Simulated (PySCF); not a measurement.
C2H5, charge -1, singlet, at a GFN2-xTB geometry (in this run its highest filled SCF level lies above zero, so its values depend strongly on the basis, on diffuse functions most of all); BLYP/def2-SVP run with PySCF.

The PySCF input:
```python
from pyscf import gto, scf, dft

mol = gto.M(
    atom='''
C    -0.010306    0.120392    0.842392
C     0.007773    0.030426   -0.681039
H    -0.900603   -0.502183    1.184667
H     0.877217   -0.494407    1.205306
H     0.017890   -0.994146   -1.166430
H    -0.873090    0.539050   -1.106087
H     0.893784    0.546778   -1.085575
''',
    basis='def2-svp',
    charge=-1,
    spin=0,
    verbose=4,
)

mf = dft.RKS(mol)
mf.xc = 'blyp'
mf.grids.atom_grid = (99, 590)
mf.grids.prune = None
mf.kernel()
```

The log (banner, timings and long lists left out):

```
PySCF version 2.14.0

[INPUT] verbose = 4
[INPUT] num. atoms = 7
[INPUT] num. electrons = 18
[INPUT] charge = -1
[INPUT] spin (= nelec alpha-beta = 2S) = 0
[INPUT] symmetry False subgroup None
[INPUT] Mole.unit = angstrom
[INPUT] Symbol           X                Y                Z      unit          X                Y                Z       unit  Magmom
[INPUT]  1 C     -0.010306000000   0.120392000000   0.842392000000 AA   -0.019475517440   0.227507907589   1.591890169525 Bohr   0.0
[INPUT]  2 C      0.007773000000   0.030426000000  -0.681039000000 AA    0.014688841166   0.057496807066  -1.286977190148 Bohr   0.0
[INPUT]  3 H     -0.900603000000  -0.502183000000   1.184667000000 AA   -1.701893016962  -0.948988334412   2.238696178810 Bohr   0.0
[INPUT]  4 H      0.877217000000  -0.494407000000   1.205306000000 AA    1.657699881813  -0.934293824068   2.277698236295 Bohr   0.0
[INPUT]  5 H      0.017890000000  -0.994146000000  -1.166430000000 AA    0.033807200368  -1.878663667832  -2.204233243476 Bohr   0.0
[INPUT]  6 H     -0.873090000000   0.539050000000  -1.106087000000 AA   -1.649900982097   1.018656867447  -2.090201499942 Bohr   0.0
[INPUT]  7 H      0.893784000000   0.546778000000  -1.085575000000 AA    1.689006974518   1.033260670937  -2.051439437675 Bohr   0.0

nuclear repulsion = 36.2577306922632
number of shells = 27
number of NR pGTOs = 83
number of NR cGTOs = 53
basis = def2-svp
ecp = {}

******** <class 'pyscf.dft.rks.RKS'> ********
method = RKS
initial guess = minao
damping factor = 0
level_shift factor = 0
DIIS = <class 'pyscf.scf.diis.CDIIS'>
diis_start_cycle = 1
diis_space = 8
diis_damp = 0
SCF conv_tol = 1e-09
SCF conv_tol_grad = None
SCF max_cycles = 50
direct_scf = True
direct_scf_tol = 1e-13
XC library pyscf.dft.libxc version 7.1.2
    S. Lehtola, C. Steigemann, M. J. T. Oliveira, and M. A. L. Marques,  SoftwareX 7, 1–5 (2018)
XC functionals = blyp
    A. D. Becke,  Phys. Rev. A 38, 3098 (1988)
    C. Lee, W. Yang, and R. G. Parr,  Phys. Rev. B 37, 785 (1988)
    B. Miehlich, A. Savin, H. Stoll, and H. Preuss,  Chem. Phys. Lett. 157, 200 (1989)
radial grids:
    Treutler-Ahlrichs [JCP 102, 346 (1995); DOI:10.1063/1.469408] (M4) radial grids

becke partition: Becke, JCP 88, 2547 (1988); DOI:10.1063/1.454033
pruning grids: None
grids dens level: 3
symmetrized grids: False
atomic radii adjust function: <function treutler_atomic_radii_adjust>
User specified grid scheme (99, 590)
small_rho_cutoff = 0
Set gradient conv threshold to 3.16228e-05
Initial guess from minao.
tot grids = 408872
init E= -78.8394854094656
  HOMO = -0.222304526307033  LUMO = 0.0134489826589266  gap/eV = 6.41518
cycle= 1 E= -78.8361689570348  delta_E= 0.00332  |g|= 0.707  |ddm|= 2.44
  HOMO = 0.278816875883818  LUMO = 0.325451515720028  gap/eV = 1.26899
cycle= 2 E= -77.5288795979344  delta_E= 1.31  |g|= 1.64  |ddm|= 30.3
  HOMO = 0.0947412093370201  LUMO = 0.250718544255478  gap/eV = 4.24436
cycle= 3 E= -78.9597514801528  delta_E= -1.43  |g|= 0.356  |ddm|= 30.2
  HOMO = 0.128926484760508  LUMO = 0.23992717842965  gap/eV = 3.02048
cycle= 4 E= -78.9926978495114  delta_E= -0.0329  |g|= 0.143  |ddm|= 0.617
  HOMO = 0.1505371784388  LUMO = 0.239132009248669  gap/eV = 2.41079
cycle= 5 E= -78.9985222365019  delta_E= -0.00582  |g|= 0.0509  |ddm|= 0.406
  HOMO = 0.155736615525899  LUMO = 0.241977948813196  gap/eV = 2.34675
cycle= 6 E= -78.9992339791731  delta_E= -0.000712  |g|= 0.00496  |ddm|= 0.0937
  HOMO = 0.156287104606057  LUMO = 0.241797984418294  gap/eV = 2.32687
cycle= 7 E= -78.9992424445751  delta_E= -8.47e-06  |g|= 0.00119  |ddm|= 0.0265
  HOMO = 0.15620875627041  LUMO = 0.241835317462981  gap/eV = 2.33002
cycle= 8 E= -78.999242960193  delta_E= -5.16e-07  |g|= 0.000172  |ddm|= 0.00623
  HOMO = 0.156240324099553  LUMO = 0.241837562084026  gap/eV = 2.32922
cycle= 9 E= -78.9992429719479  delta_E= -1.18e-08  |g|= 1.78e-05  |ddm|= 0.000857
  HOMO = 0.156240789475152  LUMO = 0.241839826870436  gap/eV = 2.32927
cycle= 10 E= -78.9992429720415  delta_E= -9.36e-11  |g|= 4.48e-06  |ddm|= 6.14e-05
  HOMO = 0.156242644203796  LUMO = 0.241839889561911  gap/eV = 2.32922
Extra cycle  E= -78.999242972036  delta_E= 5.44e-12  |g|= 6.31e-06  |ddm|= 2.75e-05
converged SCF energy = -78.999242972036
```
